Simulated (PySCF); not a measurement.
**Electron correlation in Fe⁺ (iron, charge +1)**

[Ar] 3d6 4p1, one real determinant (an excited configuration). All numbers are calculated (PySCF 2.14, the non-relativistic Hamiltonian (point nucleus), in aug-cc-pVDZ). Frozen: [Ar]; 7 electrons correlated.

| level | correlation energy (mhartree) |
| --- | --- |
| CCSD | -117.04 |
| (T) | -2.42 |
| CCSD(T) | -119.46 |

Diagnostics: T1 = 0.011, D1 = 0.0268, largest double amplitude 0.063.

Q: Is a single reference adequate?

A: Yes: T1 lies below 0.03 and no double amplitude reaches 0.07.

The reference is one real determinant that mixes LS terms of this configuration.
